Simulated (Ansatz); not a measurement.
Ansatz (a first-principles code) input (B3LYP/6-31G* with LANL2DZ past Ar): The .json file joins the Basis Set Exchange's 6-31G* for atoms up to Ar and LANL2DZ past it.

Ansatz 0.2 input:
```yaml
crystal:
  periodic: [false, false, false]
  atoms:
    - {symbol: C, position_ang: [-0.65332024, 2.31367045, -0.95476124]}
    - {symbol: O, position_ang: [-0.24898546, 1.44158456, 0.08976476]}
    - {symbol: Ge, position_ang: [0.08905744, -0.27055965, -0.19801609]}
    - {symbol: O, position_ang: [-1.12947544, -1.30466701, 0.52606750]}
    - {symbol: C, position_ang: [-2.50925898, -1.02330915, 0.32282186]}
    - {symbol: O, position_ang: [1.55082832, -0.72081039, 0.65364911]}
    - {symbol: C, position_ang: [2.72550445, 0.07233718, 0.51620908]}
    - {symbol: H, position_ang: [-0.14444820, 3.27523982, -0.82429101]}
    - {symbol: H, position_ang: [-1.73684261, 2.48759428, -0.91500101]}
    - {symbol: H, position_ang: [-0.40440855, 1.92821368, -1.95545227]}
    - {symbol: H, position_ang: [0.18625055, -0.45988455, -1.73698360]}
    - {symbol: H, position_ang: [-2.78974178, -1.06338744, -0.74101757]}
    - {symbol: H, position_ang: [-3.07998083, -1.79035954, 0.85434140]}
    - {symbol: H, position_ang: [-2.78779304, -0.03917293, 0.72230439]}
    - {symbol: H, position_ang: [3.09190169, 0.09186490, -0.52143070]}
    - {symbol: H, position_ang: [2.56049511, 1.10462905, 0.84942542]}
    - {symbol: H, position_ang: [3.49823908, -0.38187665, 1.14315036]}
basis:
  gaussian:
    orbitals: 6-31Gs+LANL2DZ.json
hamiltonian:
  xc: {name: B3LYP}
phonons: {temperatures: {t_min: 298.15, t_max: 298.15, t_step: 100}}
```

Output:

```
Functional definition: B3LYP
integrals: 0.09 GiB planned
1383 factors; integrals over basis functions are off by at most 4.2e-4 eV
mean field: 0.73 GiB planned
mean field evaluation 1: about -9506.4348 eV, gradient 7.9e1 eV
mean field evaluation 2: about -9488.7043 eV, gradient 1.2e2 eV
mean field evaluation 4: about -9518.3479 eV, gradient 4.7e0 eV
mean field evaluation 8: about -9518.4262 eV, gradient 7.9e-2 eV
mean field evaluation 16: about -9518.4262 eV, gradient 1.0e-5 eV
mean field -9518.42621160 eV, -349.7957114552 hartree, gradient 1.0e-5 eV, S^2 0.000000; 0 other end points of the search recorded, 0 dependent functions left out
the calculation of the forces begins
reference -9518.42646779 eV, -349.7957208702 hartree; 28, 28 occupied and 90, 90 virtual orbitals, 1383 factors
these checks for a lower state are left out or cut short: stability, starts, cluster_reference, orbital_swaps, neighbouring_geometries, increment
integrals: 0.09 GiB planned
1383 factors; integrals over basis functions are off by at most 4.2e-4 eV
mean field: 0.73 GiB planned
mean field -9518.42603862 eV, -349.7957050984 hartree, gradient 1.1e-6 eV, S^2 0.000000; 0 other end points of the search recorded, 0 dependent functions left out
the calculation of the forces begins
reference -9518.42629483 eV, -349.7957145140 hartree; 28, 28 occupied and 90, 90 virtual orbitals, 1383 factors
these checks for a lower state are left out or cut short: stability, starts, cluster_reference, orbital_swaps, neighbouring_geometries, increment
integrals: 0.09 GiB planned
1383 factors; integrals over basis functions are off by at most 4.2e-4 eV
mean field: 0.73 GiB planned
mean field -9518.42603993 eV, -349.7957051467 hartree, gradient 2.4e-6 eV, S^2 0.000000; 0 other end points of the search recorded, 0 dependent functions left out
the calculation of the forces begins
reference -9518.42629612 eV, -349.7957145612 hartree; 28, 28 occupied and 90, 90 virtual orbitals, 1383 factors
these checks for a lower state are left out or cut short: stability, starts, cluster_reference, orbital_swaps, neighbouring_geometries, increment
integrals: 0.09 GiB planned
1383 factors; integrals over basis functions are off by at most 4.2e-4 eV
mean field: 0.73 GiB planned
mean field evaluation 32: about -9518.4260 eV, gradient 8.8e-5 eV
mean field -9518.42604584 eV, -349.7957053638 hartree, gradient 1.5e-6 eV, S^2 0.000000; 0 other end points of the search recorded, 0 dependent functions left out
the calculation of the forces begins
reference -9518.42630202 eV, -349.7957147781 hartree; 28, 28 occupied and 90, 90 virtual orbitals, 1383 factors
these checks for a lower state are left out or cut short: stability, starts, cluster_reference, orbital_swaps, neighbouring_geometries, increment
integrals: 0.09 GiB planned
1383 factors; integrals over basis functions are off by at most 4.2e-4 eV
mean field: 0.73 GiB planned
mean field -9518.42604213 eV, -349.7957052275 hartree, gradient 1.0e-6 eV, S^2 0.000000; 0 other end points of the search recorded, 0 dependent functions left out
the calculation of the forces begins
reference -9518.42629835 eV, -349.7957146433 hartree; 28, 28 occupied and 90, 90 virtual orbitals, 1383 factors
these checks for a lower state are left out or cut short: stability, starts, cluster_reference, orbital_swaps, neighbouring_geometries, increment
integrals: 0.09 GiB planned
1383 factors; integrals over basis functions are off by at most 4.2e-4 eV
mean field: 0.72 GiB planned
mean field -9518.42605339 eV, -349.7957056413 hartree, gradient 1.3e-6 eV, S^2 0.000000; 0 other end points of the search recorded, 0 dependent functions left out
the calculation of the forces begins
reference -9518.42630964 eV, -349.7957150581 hartree; 28, 28 occupied and 90, 90 virtual orbitals, 1383 factors
these checks for a lower state are left out or cut short: stability, starts, cluster_reference, orbital_swaps, neighbouring_geometries, increment
integrals: 0.09 GiB planned
1383 factors; integrals over basis functions are off by at most 4.2e-4 eV
mean field: 0.72 GiB planned
mean field -9518.42606114 eV, -349.7957059259 hartree, gradient 3.0e-6 eV, S^2 0.000000; 0 other end points of the search recorded, 0 dependent functions left out
the calculation of the forces begins
reference -9518.42631728 eV, -349.7957153391 hartree; 28, 28 occupied and 90, 90 virtual orbitals, 1383 factors
these checks for a lower state are left out or cut short: stability, starts, cluster_reference, orbital_swaps, neighbouring_geometries, increment
integrals: 0.09 GiB planned
1383 factors; integrals over basis functions are off by at most 4.2e-4 eV
mean field: 0.72 GiB planned
mean field -9518.42618894 eV, -349.7957106226 hartree, gradient 1.1e-6 eV, S^2 0.000000; 0 other end points of the search recorded, 0 dependent functions left out
[...]
reference -9518.42644699 eV, -349.7957201058 hartree; 28, 28 occupied and 90, 90 virtual orbitals, 1383 factors
these checks for a lower state are left out or cut short: stability, starts, cluster_reference, orbital_swaps, neighbouring_geometries, increment
integrals: 0.09 GiB planned
1383 factors; integrals over basis functions are off by at most 4.2e-4 eV
mean field: 0.73 GiB planned
mean field -9518.42619079 eV, -349.7957106904 hartree, gradient 1.9e-6 eV, S^2 0.000000; 0 other end points of the search recorded, 0 dependent functions left out
the calculation of the forces begins
reference -9518.42644698 eV, -349.7957201055 hartree; 28, 28 occupied and 90, 90 virtual orbitals, 1383 factors
these checks for a lower state are left out or cut short: stability, starts, cluster_reference, orbital_swaps, neighbouring_geometries, increment
integrals: 0.09 GiB planned
1383 factors; integrals over basis functions are off by at most 4.2e-4 eV
mean field: 0.73 GiB planned
mean field -9518.42612079 eV, -349.7957081179 hartree, gradient 1.2e-6 eV, S^2 0.000000; 0 other end points of the search recorded, 0 dependent functions left out
the calculation of the forces begins
reference -9518.42637699 eV, -349.7957175332 hartree; 28, 28 occupied and 90, 90 virtual orbitals, 1383 factors
these checks for a lower state are left out or cut short: stability, starts, cluster_reference, orbital_swaps, neighbouring_geometries, increment
integrals: 0.09 GiB planned
1383 factors; integrals over basis functions are off by at most 4.2e-4 eV
mean field: 0.73 GiB planned
mean field evaluation 576: about -9518.4261 eV, gradient 8.3e-2 eV
mean field -9518.42612036 eV, -349.7957081024 hartree, gradient 2.9e-6 eV, S^2 0.000000; 0 other end points of the search recorded, 0 dependent functions left out
the calculation of the forces begins
reference -9518.42637655 eV, -349.7957175172 hartree; 28, 28 occupied and 90, 90 virtual orbitals, 1383 factors
these checks for a lower state are left out or cut short: stability, starts, cluster_reference, orbital_swaps, neighbouring_geometries, increment
integrals: 0.09 GiB planned
1383 factors; integrals over basis functions are off by at most 4.2e-4 eV
mean field: 0.72 GiB planned
mean field -9518.42618758 eV, -349.7957105727 hartree, gradient 1.3e-6 eV, S^2 0.000000; 0 other end points of the search recorded, 0 dependent functions left out
the calculation of the forces begins
reference -9518.42644378 eV, -349.7957199879 hartree; 28, 28 occupied and 90, 90 virtual orbitals, 1383 factors
these checks for a lower state are left out or cut short: stability, starts, cluster_reference, orbital_swaps, neighbouring_geometries, increment
integrals: 0.09 GiB planned
1383 factors; integrals over basis functions are off by at most 4.2e-4 eV
mean field: 0.72 GiB planned
mean field -9518.42618854 eV, -349.7957106078 hartree, gradient 1.4e-6 eV, S^2 0.000000; 0 other end points of the search recorded, 0 dependent functions left out
the calculation of the forces begins
reference -9518.42644473 eV, -349.7957200226 hartree; 28, 28 occupied and 90, 90 virtual orbitals, 1383 factors
these checks for a lower state are left out or cut short: stability, starts, cluster_reference, orbital_swaps, neighbouring_geometries, increment
integrals: 0.09 GiB planned
1383 factors; integrals over basis functions are off by at most 4.2e-4 eV
mean field: 0.73 GiB planned
mean field -9518.42615128 eV, -349.7957092388 hartree, gradient 3.0e-6 eV, S^2 0.000000; 0 other end points of the search recorded, 0 dependent functions left out
the calculation of the forces begins
reference -9518.42640752 eV, -349.7957186552 hartree; 28, 28 occupied and 90, 90 virtual orbitals, 1383 factors
these checks for a lower state are left out or cut short: stability, starts, cluster_reference, orbital_swaps, neighbouring_geometries, increment
integrals: 0.09 GiB planned
1383 factors; integrals over basis functions are off by at most 4.2e-4 eV
mean field: 0.72 GiB planned
mean field -9518.42615183 eV, -349.7957092589 hartree, gradient 2.1e-6 eV, S^2 0.000000; 0 other end points of the search recorded, 0 dependent functions left out
the calculation of the forces begins
reference -9518.42640799 eV, -349.7957186725 hartree; 28, 28 occupied and 90, 90 virtual orbitals, 1383 factors
these checks for a lower state are left out or cut short: stability, starts, cluster_reference, orbital_swaps, neighbouring_geometries, increment
integrals: 0.09 GiB planned
1383 factors; integrals over basis functions are off by at most 4.2e-4 eV
mean field: 0.73 GiB planned
mean field evaluation 608: about -9518.4262 eV, gradient 2.0e-5 eV
mean field -9518.42617849 eV, -349.7957102386 hartree, gradient 1.8e-6 eV, S^2 0.000000; 0 other end points of the search recorded, 0 dependent functions left out
the calculation of the forces begins
reference -9518.42643468 eV, -349.7957196534 hartree; 28, 28 occupied and 90, 90 virtual orbitals, 1383 factors
these checks for a lower state are left out or cut short: stability, starts, cluster_reference, orbital_swaps, neighbouring_geometries, increment
integrals: 0.09 GiB planned
1383 factors; integrals over basis functions are off by at most 4.2e-4 eV
mean field: 0.73 GiB planned
mean field -9518.42617877 eV, -349.7957102489 hartree, gradient 1.8e-6 eV, S^2 0.000000; 0 other end points of the search recorded, 0 dependent functions left out
the calculation of the forces begins
reference -9518.42643497 eV, -349.7957196641 hartree; 28, 28 occupied and 90, 90 virtual orbitals, 1383 factors
these checks for a lower state are left out or cut short: stability, starts, cluster_reference, orbital_swaps, neighbouring_geometries, increment
integrals: 0.09 GiB planned
1383 factors; integrals over basis functions are off by at most 4.2e-4 eV
mean field: 0.73 GiB planned
mean field -9518.42616675 eV, -349.7957098071 hartree, gradient 1.6e-6 eV, S^2 0.000000; 0 other end points of the search recorded, 0 dependent functions left out
the calculation of the forces begins
reference -9518.42642296 eV, -349.7957192227 hartree; 28, 28 occupied and 90, 90 virtual orbitals, 1383 factors
these checks for a lower state are left out or cut short: stability, starts, cluster_reference, orbital_swaps, neighbouring_geometries, increment
integrals: 0.09 GiB planned
1383 factors; integrals over basis functions are off by at most 4.2e-4 eV
mean field: 0.73 GiB planned
mean field -9518.42616666 eV, -349.7957098039 hartree, gradient 1.7e-6 eV, S^2 0.000000; 0 other end points of the search recorded, 0 dependent functions left out
the calculation of the forces begins
reference -9518.42642284 eV, -349.7957192184 hartree; 28, 28 occupied and 90, 90 virtual orbitals, 1383 factors
Total energy: -9518.42646779 eV, -349.7957208702 hartree
Atom 0 at    -0.653320     2.313670    -0.954761 Å, force    -0.000502     0.000845    -0.001661 eV/Å
Atom 1 at    -0.248985     1.441585     0.089765 Å, force     0.000758     0.000461     0.001470 eV/Å
Atom 2 at     0.089057    -0.270560    -0.198016 Å, force     0.000074    -0.001324    -0.000210 eV/Å
Atom 3 at    -1.129475    -1.304667     0.526068 Å, force    -0.000997     0.000885    -0.000661 eV/Å
Atom 4 at    -2.509259    -1.023309     0.322822 Å, force     0.001081    -0.000238     0.000361 eV/Å
Atom 5 at     1.550828    -0.720810     0.653649 Å, force    -0.001231     0.000168    -0.000438 eV/Å
Atom 6 at     2.725504     0.072337     0.516209 Å, force     0.000873     0.000501     0.000220 eV/Å
Atom 7 at    -0.144448     3.275240    -0.824291 Å, force    -0.000121    -0.000207     0.000122 eV/Å
Atom 8 at    -1.736843     2.487594    -0.915001 Å, force     0.000156    -0.000365     0.000185 eV/Å
Atom 9 at    -0.404409     1.928214    -1.955452 Å, force    -0.000153    -0.000045     0.000481 eV/Å
Atom 10 at     0.186251    -0.459885    -1.736984 Å, force     0.000115     0.000042    -0.000062 eV/Å
Atom 11 at    -2.789742    -1.063387    -0.741018 Å, force     0.000199     0.000098     0.000328 eV/Å
Atom 12 at    -3.079981    -1.790360     0.854341 Å, force    -0.000190    -0.000102     0.000045 eV/Å
Atom 13 at    -2.787793    -0.039173     0.722304 Å, force     0.000123    -0.000326    -0.000213 eV/Å
Atom 14 at     3.091902     0.091865    -0.521431 Å, force    -0.000016    -0.000255     0.000210 eV/Å
Atom 15 at     2.560495     1.104629     0.849425 Å, force    -0.000009    -0.000076    -0.000180 eV/Å
Atom 16 at     3.498239    -0.381877     1.143150 Å, force    -0.000162    -0.000063     0.000003 eV/Å
Dipole moment:    -0.108512     0.369861    -0.507881 e Å
Vibrations: 20.90 33.29 41.80 88.30 103.62 108.58 117.56 156.85 213.64 289.01 297.41 330.85 591.81 632.38 640.00 731.21 791.10 1084.93 1096.51 1118.81 1186.43 1187.69 1188.50 1209.70 1212.44 1215.06 1505.02 1507.91 1513.16 1524.29 1529.10 1529.88 1533.44 1533.87 1539.50 2064.94 3003.40 3005.41 3009.33 3066.03 3067.68 3076.31 3101.76 3124.89 3126.93 cm⁻¹, zero-point energy 3.660711 eV
```

The blocks after the first are displaced geometries, from whose forces the wavenumbers follow.
